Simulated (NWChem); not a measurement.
Program: NWChem. System: bifluoride (HF2 (-1)), charge -1, spin multiplicity 1, at a geometry optimised with PBE/def2-SVP. Level: LDA (SVWN5)/aug-cc-pVDZ.

The NWChem input:

```
start mol
memory heap 200 mb stack 800 mb global 1000 mb
charge -1
geometry units angstroms nocenter noautoz
  F      0.000000     0.000000     1.162433
  H      0.000000     0.000000     0.000000
  F      0.000000     0.000000    -1.162433
  symmetry group D2h
end
basis spherical
  * library aug-cc-pvdz
end
dft
  xc slater vwn_5
  semidirect memsize 60000000 filesize 0
  iterations 100
end
task dft energy
```

Part of the output:

```
             Northwest Computational Chemistry Package (NWChem) 7.3.0
             --------------------------------------------------------

                                NWChem Input Module
                                -------------------

 Scaling coordinates for geometry "geometry" by  1.889725989
 (inverse scale =  0.529177249)

 Turning off AUTOSYM since
 SYMMETRY directive was detected!

                             Geometry "geometry" -> ""
                             -------------------------

 Output coordinates in angstroms (scale by  1.889725989 to convert to a.u.)

  No.       Tag          Charge          X              Y              Z
 ---- ---------------- ---------- -------------- -------------- --------------
    1 F                    9.0000     0.00000000     0.00000000     1.16243300
    2 H                    1.0000     0.00000000     0.00000000     0.00000000
    3 F                    9.0000     0.00000000     0.00000000    -1.16243300

 Effective nuclear repulsion energy (a.u.)      26.6310996561

            Nuclear Dipole moment (a.u.)
            ----------------------------
        X                 Y               Z
 ---------------- ---------------- ----------------
     0.0000000000     0.0000000000     0.0000000000

      Symmetry information
      --------------------

 Group name             D2h
 Group number             26
 Group order               8
 No. of unique centers     2

      Symmetry unique atoms

     1    2


 Summary of "ao basis" -> "" (spherical)
 ------------------------------------------------------------------------------
       Tag                 Description            Shells   Functions and Types
 ---------------- ------------------------------  ------  ---------------------
 *                        aug-cc-pvdz                 on all atoms

                                 NWChem DFT Module
                                 -----------------

 Summary of "ao basis" -> "ao basis" (spherical)
 ------------------------------------------------------------------------------
       Tag                 Description            Shells   Functions and Types
 ---------------- ------------------------------  ------  ---------------------
 F                        aug-cc-pvdz                9       23   4s3p2d
 H                        aug-cc-pvdz                5        9   3s2p

 Summary of "ao basis" -> "ao basis" (spherical)
 ------------------------------------------------------------------------------
       Tag                 Description            Shells   Functions and Types
 ---------------- ------------------------------  ------  ---------------------
 F                        aug-cc-pvdz                9       23   4s3p2d
 H                        aug-cc-pvdz                5        9   3s2p

      Symmetry analysis of basis
      --------------------------

        ag         14
        au          2
        b1g         2
        b1u        13
        b2g         5
        b2u         7
        b3g         5
        b3u         7

            General Information
            -------------------
          SCF calculation type: DFT
          Wavefunction type:  closed shell.
          No. of atoms     :     3
          No. of electrons :    20
           Alpha electrons :    10
            Beta electrons :    10
          Charge           :    -1
          Spin multiplicity:     1
          Use of symmetry is: on ; symmetry adaption is: on
          Maximum number of iterations: 100
          AO basis - number of functions:    55
                     number of shells:    23
          Convergence on energy requested:  1.00D-06
          Convergence on density requested:  1.00D-05
          Convergence on gradient requested:  5.00D-04

              XC Information
              --------------
                        Slater Exchange Functional  1.000 local
                      VWN V Correlation Functional  1.000 local

             Grid Information
             ----------------
          Grid used for XC integration:  medium
          Radial quadrature: Mura-Knowles
          Angular quadrature: Lebedev.
          Tag              B.-S. Rad. Rad. Pts. Rad. Cut. Ang. Pts.
          ---              ---------- --------- --------- ---------
          F                   0.50       49           9.0       434
          H                   0.35       45           9.0       434
          Grid pruning is: on
          Number of quadrature shells:    94
          Spatial weights used:  Erf1

          Convergence Information
          -----------------------
          Convergence aids based upon iterative change in
          total energy or number of iterations.
          Levelshifting, if invoked, occurs when the
          HOMO/LUMO gap drops below (HL_TOL):  1.00D-02
          DIIS, if invoked, will attempt to extrapolate
          using up to (NFOCK): 10 stored Fock matrices.

                    Damping( 0%)  Levelshifting(0.5)       DIIS
                  --------------- ------------------- ---------------
          dE  on:    start            ASAP                start
          dE off:    2 iters        100 iters           100 iters

      Screening Tolerance Information
      -------------------------------
          Density screening/tol_rho:  1.00D-10
          AO Gaussian exp screening on grid/accAOfunc:  14
          CD Gaussian exp screening on grid/accCDfunc:  20
          XC Gaussian exp screening on grid/accXCfunc:  20
          Schwarz screening/accCoul:  1.00D-08

      Superposition of Atomic Density Guess
      -------------------------------------

 Sum of atomic energies:        -199.27650363

 Renormalizing density from      19.00 to     20

      Non-variational initial energy
      ------------------------------

 Total energy =    -204.975715
 1-e energy   =    -349.139649
 2-e energy   =     117.532834
 HOMO         =      -0.082964
 LUMO         =       0.215937

      Symmetry analysis of molecular orbitals - initial
      -------------------------------------------------

 !! scf_movecs_sym_adapt:   32 vectors were symmetry contaminated

  Symmetry fudging

 !! scf_movecs_sym_adapt:   28 vectors were symmetry contaminated

  Numbering of irreducible representations:

     1 ag          2 au          3 b1g         4 b1u         5 b2g
     6 b2u         7 b3g         8 b3u

  Orbital symmetries:

     1 ag          2 b1u         3 ag          4 b1u         5 ag
     6 b3u         7 b2u         8 b3g         9 b2g        10 b1u
    11 ag         12 b1u        13 b3u        14 b2u        15 ag
    16 b3g        17 b2g        18 ag         19 b1u        20 b3u

------------------------------------------------------------
EAF file 0: "./mol.aoints.0" size=524288 bytes
------------------------------------------------------------
               write      read    awrite     aread      wait
               -----      ----    ------     -----      ----
     calls:        1         0         0         0         0
   data(b): 5.24e+05  0.00e+00  0.00e+00  0.00e+00
   time(s): 0.00e+00  0.00e+00  0.00e+00  0.00e+00  0.00e+00
rate(mb/s): 0.00e+00  0.00e+00
------------------------------------------------------------

 !! scf_movecs_sym_adapt:   24 vectors were symmetry contaminated

  Symmetry fudging

 !! scf_movecs_sym_adapt:   24 vectors were symmetry contaminated

   convergence    iter        energy       DeltaE   RMS-Dens  Diis-err    time
 ---------------- ----- ----------------- --------- --------- ---------  ------
 d= 0,ls=0.0,diis     1   -199.0317199728 -2.26D+02  1.63D-02  1.30D+00     0.4

 !! scf_movecs_sym_adapt:   24 vectors were symmetry contaminated

  Symmetry fudging

 !! scf_movecs_sym_adapt:   24 vectors were symmetry contaminated

 d= 0,ls=0.0,diis     2   -198.9586939408  7.30D-02  1.18D-02  2.07D+00     0.4

 !! scf_movecs_sym_adapt:   24 vectors were symmetry contaminated

  Symmetry fudging

 !! scf_movecs_sym_adapt:   24 vectors were symmetry contaminated

 d= 0,ls=0.0,diis     3   -199.1094142935 -1.51D-01  2.81D-03  1.47D-01     0.5

 !! scf_movecs_sym_adapt:   24 vectors were symmetry contaminated

  Symmetry fudging

 !! scf_movecs_sym_adapt:   24 vectors were symmetry contaminated

 d= 0,ls=0.0,diis     4   -199.1214356675 -1.20D-02  4.22D-04  1.48D-03     0.5

 !! scf_movecs_sym_adapt:   24 vectors were symmetry contaminated

  Symmetry fudging

 !! scf_movecs_sym_adapt:   24 vectors were symmetry contaminated

 d= 0,ls=0.0,diis     5   -199.1215679098 -1.32D-04  6.68D-05  3.04D-05     0.5

 !! scf_movecs_sym_adapt:   24 vectors were symmetry contaminated

  Symmetry fudging

 !! scf_movecs_sym_adapt:   24 vectors were symmetry contaminated

  Resetting Diis
 d= 0,ls=0.0,diis     6   -199.1215710916 -3.18D-06  5.52D-06  5.77D-07     0.5

 !! scf_movecs_sym_adapt:   24 vectors were symmetry contaminated

  Symmetry fudging

 !! scf_movecs_sym_adapt:   24 vectors were symmetry contaminated

 d= 0,ls=0.0,diis     7   -199.1215711401 -4.85D-08  2.09D-06  1.12D-08     0.6

         Total DFT energy =     -199.121571140079
      One electron energy =     -338.660279815744
           Coulomb energy =      133.068308290251
    Exchange-Corr. energy =      -20.160699270637
 Nuclear repulsion energy =       26.631099656051

 Numeric. integr. density =       19.999999082845

     Total iterative time =      0.4s

                  Occupations of the irreducible representations
                  ----------------------------------------------

                     irrep           alpha         beta
                     --------     --------     --------
                     ag                3.0          3.0
                     au                0.0          0.0
                     b1g               0.0          0.0
                     b1u               3.0          3.0
                     b2g               1.0          1.0
                     b2u               1.0          1.0
                     b3g               1.0          1.0
                     b3u               1.0          1.0

                       DFT Final Molecular Orbital Analysis
                       ------------------------------------

 Vector    8  Occ=2.000000D+00  E=-5.586245D-02  Symmetry=b1u
              MO Center=  1.1D-30, -6.0D-31,  9.7D-15, r^2= 2.1D+00
   Bfn.  Coefficient  Atom+Function         Bfn.  Coefficient  Atom+Function
  ----- ------------  ---------------      ----- ------------  ---------------
     7      0.481701  1 F  pz                39      0.481701  3 F  pz
    10      0.280248  1 F  pz                42      0.280248  3 F  pz
    13      0.112700  1 F  pz                45      0.112700  3 F  pz
    29     -0.072015  2 H  pz                32     -0.033045  2 H  pz

 Vector    9  Occ=2.000000D+00  E=-4.556658D-02  Symmetry=b2g
              MO Center= -1.4D-18, -9.9D-32,  3.2D-17, r^2= 1.9D+00
   Bfn.  Coefficient  Atom+Function         Bfn.  Coefficient  Atom+Function
  ----- ------------  ---------------      ----- ------------  ---------------
     5      0.469414  1 F  px                37     -0.469414  3 F  px
     8      0.305779  1 F  px                40     -0.305779  3 F  px
    11      0.120472  1 F  px                43     -0.120472  3 F  px

 Vector   10  Occ=2.000000D+00  E=-4.556658D-02  Symmetry=b3g
              MO Center=  7.5D-33,  3.6D-17,  6.7D-17, r^2= 1.9D+00
   Bfn.  Coefficient  Atom+Function         Bfn.  Coefficient  Atom+Function
  ----- ------------  ---------------      ----- ------------  ---------------
     6      0.469414  1 F  py                38     -0.469414  3 F  py
     9      0.305779  1 F  py                41     -0.305779  3 F  py
    12      0.120472  1 F  py                44     -0.120472  3 F  py

 Vector   11  Occ=0.000000D+00  E= 1.587300D-01  Symmetry=ag
              MO Center= -2.6D-32,  8.4D-32,  3.9D-16, r^2= 1.1D+01
   Bfn.  Coefficient  Atom+Function         Bfn.  Coefficient  Atom+Function
  ----- ------------  ---------------      ----- ------------  ---------------
    26      1.573730  2 H  s                 25      0.949916  2 H  s
     4     -0.850300  1 F  s                 36     -0.850300  3 F  s
    13      0.289010  1 F  pz                45     -0.289010  3 F  pz
     2     -0.068579  1 F  s                 34     -0.068579  3 F  s
     3     -0.065435  1 F  s                 35     -0.065435  3 F  s

 Vector   12  Occ=0.000000D+00  E= 2.953935D-01  Symmetry=b1u
              MO Center=  3.0D-18,  3.5D-18, -7.1D-14, r^2= 9.7D+00
   Bfn.  Coefficient  Atom+Function         Bfn.  Coefficient  Atom+Function
  ----- ------------  ---------------      ----- ------------  ---------------
    13      1.559430  1 F  pz                45      1.559430  3 F  pz
     4     -1.328039  1 F  s                 36      1.328039  3 F  s
    32      0.840479  2 H  pz                 3     -0.276696  1 F  s
    35      0.276696  3 F  s                  7     -0.135712  1 F  pz
    39     -0.135712  3 F  pz                10     -0.117996  1 F  pz

 Vector   13  Occ=0.000000D+00  E= 3.104448D-01  Symmetry=b3u
              MO Center= -1.0D-19, -1.3D-34,  3.7D-17, r^2= 6.6D+00
   Bfn.  Coefficient  Atom+Function         Bfn.  Coefficient  Atom+Function
  ----- ------------  ---------------      ----- ------------  ---------------
    11      0.867696  1 F  px                43      0.867696  3 F  px
    30     -0.544189  2 H  px                 8     -0.191409  1 F  px
    40     -0.191409  3 F  px                 5     -0.188893  1 F  px
    37     -0.188893  3 F  px                22      0.034395  1 F  d  1
    54     -0.034395  3 F  d  1

 center of mass
 --------------
 x =   0.00000000 y =   0.00000000 z =   0.00000000

 moments of inertia (a.u.)
 ------------------
         183.349848535344           0.000000000000           0.000000000000
           0.000000000000         183.349848535344           0.000000000000
           0.000000000000           0.000000000000           0.000000000000

     Multipole analysis of the density
     ---------------------------------

     L   x y z        total         alpha         beta         nuclear
     -   - - -        -----         -----         ----         -------
     0   0 0 0     -1.000000    -10.000000    -10.000000     19.000000

     1   1 0 0     -0.000000     -0.000000     -0.000000      0.000000
     1   0 1 0     -0.000000     -0.000000     -0.000000      0.000000
     1   0 0 1      0.000000      0.000000      0.000000      0.000000

     2   2 0 0    -10.176910     -5.088455     -5.088455      0.000000
     2   1 1 0     -0.000000     -0.000000     -0.000000      0.000000
     2   1 0 1      0.000000      0.000000      0.000000      0.000000
     2   0 2 0    -10.176910     -5.088455     -5.088455      0.000000
     2   0 1 1      0.000000      0.000000      0.000000      0.000000
     2   0 0 2    -16.808885    -51.833064    -51.833064     86.857243

 Task  times  cpu:        0.5s     wall:        0.5s

 Total times  cpu:        0.6s     wall:        0.6s
```
